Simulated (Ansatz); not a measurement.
A nudged elastic band was laid between two geometries of CH6Sn (8 atoms, charge 0, multiplicity 1).

All numbers below come from RHF/def2-SVP in Ansatz.

| Item | Value |
| --- | --- |
| movable images | 7 |
| climbing image | yes |
| spring | 5.0 eV/Å² |
| optimiser | quadratic models (default) |
| start path | through a guess of the saddle point |
| force threshold | 0.05 eV/Å |
| iteration limit | 60 |
| end points | relaxed |

First end point:

```xyz
8
Properties=species:S:1:pos:R:3
Sn 0.218 -0.031 0.157
H 0.567 -0.276 1.817
H 1.691 0.161 -0.697
H -0.707 1.403 -0.006
C -0.882 -1.719 -0.628
H -1.810 -1.857 -0.071
H -1.126 -1.556 -1.678
H -0.287 -2.630 -0.545
```

Last end point:

```xyz
8
Properties=species:S:1:pos:R:3
Sn 0.026 0.170 -1.409
H 1.236 0.087 1.749
H 1.892 -0.097 1.439
H -0.986 1.157 -0.339
C -0.984 -1.717 -0.850
H -0.939 -1.868 0.232
H -2.041 -1.657 -1.126
H -0.540 -2.579 -1.348
```

(1) Which bonds break or form, and what moves?

(2) Give the energies along the band, and the barrier.

(3) What is the geometry of the highest image?

The band took 22 iterations and about 2.5 core-minutes.

Results:

(1) Bonds broken: Sn1–H2, Sn1–H3. Bonds formed: H2–H3. CH6Sn becomes CH4Sn + H2.

(2) The forces met the threshold. The highest image is number 4 of 0 to 8, 68.7 kcal/mol above the first end and 45.9 kcal/mol above the last; the last end lies 22.9 kcal/mol above the first. Neighbouring images differ by up to 1.8 eV, so the band resolves the path poorly. A vibrational analysis at the climbing image gives one clearly imaginary mode, 1718i cm⁻¹: a first-order saddle point. The orbitals stay closed-shell, which can raise the energy where a bond breaks towards radicals; this wasn't checked here.

| image | path coordinate (Å) | energy (kcal/mol) | Sn1–H2 (Å) | Sn1–H3 (Å) | H2–H3 (Å) |
| --- | --- | --- | --- | --- | --- |
| 0 | 0.00 | 0.0 | 1.71 | 1.71 | 2.79 |
| 1 | 0.40 | 3.1 | 1.70 | 1.71 | 2.56 |
| 2 | 0.79 | 17.3 | 1.70 | 1.69 | 2.15 |
| 3 | 1.19 | 45.9 | 1.76 | 1.68 | 1.70 |
| 4 | 1.58 | 68.7 | 1.91 | 1.73 | 1.27 |
| 5 | 2.30 | 26.5 | 2.44 | 2.31 | 0.76 |
| 6 | 3.02 | 23.4 | 2.96 | 2.95 | 0.75 |
| 7 | 3.74 | 23.1 | 3.14 | 3.14 | 0.75 |
| 8 | 4.46 | 22.9 | 3.38 | 3.41 | 0.75 |

(3) 
```xyz
8
Properties=species:S:1:pos:R:3
Sn 0.150 0.142 -0.468
H 0.932 -0.278 1.226
H 1.714 0.012 0.266
H -0.758 1.420 0.207
C -0.959 -1.714 -0.688
H -1.764 -1.768 0.041
H -1.372 -1.769 -1.693
H -0.278 -2.551 -0.541
```

The run took 2.5 min on 1 thread of Arm Neoverse V2, on a shared host, peak memory 0.12 GiB.
